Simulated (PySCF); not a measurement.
# UHF on Ar⁺ (argon, charge +1)

Configuration: [Ne] 3s2 3p4 4s1, high-spin 4P determinant (an excited configuration). Computed with PySCF 2.14 in dyall-acv3z (19s12p6d4f, 113 functions), with the spin-free X2C one-electron Hamiltonian (Gaussian nucleus).

```json
{"Total energy": "-527.513681 hartree", "One-electron energy": "-716.9852 hartree", "Hartree (Coulomb) energy": "219.2518 hartree", "Exchange energy": "-29.7803 hartree", "⟨S²⟩": "3.7596", "⟨L²⟩": "2.045", "Sum of ⟨r⟩": "15.74 bohr", "Sum of ⟨r²⟩": "32.66 bohr²", "Traceless quadrupole moment −½Σ⟨3z² − r²⟩ along its main axis": "-0.594 e·bohr²", "Langevin diamagnetic susceptibility": "-25.9 ×10⁻⁶ cm³/mol"}
```

| shell | electrons | mean orbital energy (hartree) | spread (hartree) | rms radius, mean of both spins (bohr) |
| --- | --- | --- | --- | --- |
| 1s α | 1 | -119.94713 | 0 | 0.0991 |
| 1s β | 1 | -119.91022 | 0 | 0.0991 |
| 2s α | 1 | -13.24262 | 0 | 0.446 |
| 2s β | 1 | -13.20671 | 0 | 0.446 |
| 2p α | 3 | -10.41419 | 0.03333 | 0.417 |
| 2p β | 3 | -10.35522 | 0.02814 | 0.417 |
| 3s α | 1 | -2.07972 | 0 | 1.43 |
| 3s β | 1 | -1.77622 | 0 | 1.43 |
| 3p α | 3 | -1.32611 | 0.09278 | 1.60 |
| 3p β | 1 | -1.20758 | 0 | 1.60 |
| 4s α | 1 | -0.38539 | 0 | 4.10 |

The outer electron is Rydberg-like, and this basis confines it to a smaller radius and binds it less than a complete one would.

Densities and radii are taken from the X2C orbitals without a picture-change correction, which distorts them close to the nucleus.

Spin-orbit constants ζ (cm⁻¹) from the X2C one-electron operator on these orbitals: bare nucleus, nucleus screened by l(l+1)(2l+1)/3 electrons, and screened by the Breit-Pauli mean field of the electrons.

```csv
shell,bare,screened nucleus,mean field
2p,13160,11700,11040
3p,1204,1070,999.5
```

To first order the Landé constant is A = -333.2 cm⁻¹, so the lowest level has J = 5/2 and lies 0.0620 eV below the centre of the term. This holds in LS coupling only.
